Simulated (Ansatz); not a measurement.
Consider the redistribution: `[CH3][InH][Cl]` + `C[SiH]1[SiH2]B1N` → `[CH3][In]([NH2])[Cl]` + `C[SiH]1B[SiH2]1`.

Gas-phase electronic energies from Ansatz, PBE0-D4/def2-TZVP geometries. CCSD(T)/CBS is the MP2 limit (def2-TZVPP, def2-QZVPP) plus CCSD(T) − MP2 in def2-TZVPP, frozen cores. Functionals use def2-TZVPP. B3LYP here is the variant with VWN-RPA as its local correlation; programs differ in this. Elements past krypton have def2 core potentials. For In outer-core shells are correlated without core-valence functions, which leaves a few kJ/mol of doubt a bond. Each species was taken in one conformer, which may not be the lowest.

`[CH3][InH][Cl]`:

```xyz
7

C    -0.769    0.480   -0.566
In    0.956   -0.406    0.320
Cl    0.437   -1.349    2.417
H    -0.577    0.814   -1.584
H    -1.577   -0.252   -0.563
H    -1.076    1.330    0.045
H     2.606   -0.616   -0.069
```

`C[SiH]1[SiH2]B1N`:

```xyz
13

C     1.155   -1.489    1.318
Si    0.909   -0.033    0.159
Si   -0.432    1.877    0.254
B    -0.605    0.362   -1.057
N    -1.593   -0.221   -1.823
H     1.801   -1.210    2.154
H     0.196   -1.821    1.721
H     1.616   -2.328    0.791
H     2.188    0.509   -0.382
H     0.319    3.128   -0.033
H    -1.582    2.131    1.165
H    -1.554   -1.177   -2.140
H    -2.418    0.272   -2.126
```

`[CH3][In]([NH2])[Cl]`:

```xyz
9

C     0.439    0.179   -1.690
In    0.272   -0.203    0.396
N    -1.233   -0.030    1.708
Cl    2.093   -1.220    1.482
H     1.441   -0.091   -2.019
H    -0.296   -0.419   -2.231
H     0.256    1.233   -1.896
H    -1.004   -0.096    2.688
H    -1.967    0.645    1.562
```

`C[SiH]1B[SiH2]1`:

Z-matrix (Å, degrees):
```
C
Si 1 1.868
H 1 1.092 2 111.5
H 1 1.095 2 108.1 3 117.9
H 1 1.090 2 112.0 3 -122.8
B 2 1.880 1 129.2 3 125.7
Si 2 2.685 1 98.3 3 90.5
H 2 1.492 1 108.7 3 -56.5
H 6 1.191 2 123.3 1 173.5
H 7 1.485 2 89.1 1 -5.2
H 7 1.489 2 144.1 1 -127.3
```

| level | ΔE (kJ/mol) | difference from CCSD(T)/CBS |
| --- | --- | --- |
| PBE-D4 | 91.5 | 16.0 |
| r2SCAN-D4 | 91.7 | 16.2 |
| PBE0-D4 | 98.0 | 22.5 |
| B3LYP-D4 | 90.4 | 14.9 |
| ωB97X-V | 99.8 | 24.3 |
| ωB97M-V | 88.6 | 13.1 |
| B2PLYP | 82.9 | 7.4 |
| PBE | 92.1 | 16.6 |
| r2SCAN | 91.6 | 16.1 |
| PBE0 | 98.4 | 22.9 |
| B3LYP | 91.4 | 15.9 |
| HF/def2-TZVPP | 109.2 | 33.7 |
| MP2/def2-TZVPP | 68.9 | -6.6 |
| SCS-MP2/def2-TZVPP | 74.2 | -1.3 |
| CCSD/def2-TZVPP | 86.4 | 10.9 |
| CCSD(T)/def2-TZVPP | 79.9 | 4.4 |
| HF/def2-QZVPP | 108.3 | 32.8 |
| MP2/def2-QZVPP | 66.2 | -9.3 |
| SCS-MP2/def2-QZVPP | 72.2 | -3.3 |
| HF/CBS(def2) | 108.2 | 32.7 |
| MP2/CBS(def2) | 64.6 | -10.9 |
| CCSD/CBS(def2) | 82.0 | 6.5 |
| CCSD(T)/CBS | 75.5 | 0 |

Largest T1 diagnostic among the species: 0.015.

In def2-TZVPP, CCSD(T) changes the Hartree–Fock value by −29.3 kJ/mol (the triples alone add −6.5 kJ/mol) and MP2 by −40.3 kJ/mol. From PBE to PBE0 (25 % exact exchange), in def2-TZVPP and without D4, ΔE moves by +6.3 kJ/mol.
